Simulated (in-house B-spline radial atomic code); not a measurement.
A fraction x of an electron is removed from 3p in Cr³⁺, starting from [Ar] 3d3 and keeping the highest spin. Method: non-relativistic LDA PW92, spin-polarised, spherical fractional occupations, point nucleus. Calculated with an all-electron radial atomic-structure program (B-spline basis).

| x | E(x) - E(0) (eV) | 3p down level (eV) |
| --- | --- | --- |
| 0 | 0.0000 | -81.483 |
| 0.07 | 5.7496 | -82.792 |
| 0.19 | 15.8201 | -85.053 |
| 0.35 | 29.6720 | -88.102 |
| 0.44 | 37.6790 | -89.833 |
| 0.5 | 43.1038 | -90.993 |
| 0.61 | ? | ? |
| 0.73 | ? | ? |
| 0.81 | 72.2491 | -97.061 |
| 0.96 | 87.0313 | -100.038 |
| 1 | 91.0488 | -100.836 |

**Question.** What belongs in the row x = 0.61?

**Answer.** An energy change of 53.2306 eV; 3p down at -93.133 eV.

**Question.** What belongs in the row x = 0.73?

**Answer.** An energy change of 64.5474 eV; 3p down at -95.484 eV.

**Question.** Check Janak's theorem between x = 0.07 and 0.19.

**Answer.** The slope of the energy is 83.92 eV; the orbital levels give 83.92 eV (-ε of the emptying orbital, averaged over the two points).
